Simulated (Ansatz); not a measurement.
`[O]1[SiH2][GeH2]1` + `NCF` → `[NH2][GeH]1[O][SiH2]1` + `CF`  (formal exchange of groups at a Ge–H bond)

Program: Ansatz. Geometries: PBE0-D4/def2-TZVP. ΔE: electronic, gas phase. CCSD(T)/CBS is the MP2 limit (def2-TZVPP, def2-QZVPP) plus CCSD(T) − MP2 in def2-TZVPP, frozen cores. This one scheme is used for every species. Functionals use def2-TZVPP. B3LYP here is the variant with VWN-RPA as its local correlation; programs differ in this. For Ge outer-core shells are correlated without core-valence functions, which leaves a few kJ/mol of doubt a bond. Scalar relativity is left out up to krypton. Each species was taken in one conformer, which may not be the lowest.

(1) Is it downhill or uphill in electronic energy at CCSD(T)/CBS, and by how much? (An estimate is asked.)

(2) What do these levels give: PBE0-D4, B3LYP-D4, BHLYP-D4, CAM-B3LYP-D4, r2SCAN, r2SCANh, LC-ωPBE, SCS-MP2/def2-TZVPP, HF/def2-QZVPP, SCS-MP2/def2-QZVPP, HF/CBS(def2), MP2/CBS(def2)? (Best estimate.)

Largest T1 diagnostic among the species: 0.014.

## Answers

(1) Computed: Downhill: ΔE = -10.8 kcal/mol.

(2) Computed: PBE0-D4 -8.4, B3LYP-D4 -9.3, BHLYP-D4 -9.8, CAM-B3LYP-D4 -8.8, r2SCAN -8.8, r2SCANh -8.8, LC-ωPBE -8.5, SCS-MP2/def2-TZVPP -11.3, HF/def2-QZVPP -9.9, SCS-MP2/def2-QZVPP -11.7, HF/CBS(def2) -9.9, MP2/CBS(def2) -12.1 kcal/mol.

From BLYP to BHLYP (50 % exact exchange), in def2-TZVPP and without D4, ΔE moves by −0.7 kcal/mol. At CCSD(T), def2-SVP lies +4.9 kcal/mol from the extrapolated value and def2-TZVPP +0.5 kcal/mol. The D4 term adds −0.7 kcal/mol with B3LYP and −0.4 kcal/mol with PBE0; it sums over pairs of atoms, weighted by their polarisabilities, and B3LYP, whose exchange is more repulsive, gets the larger term.
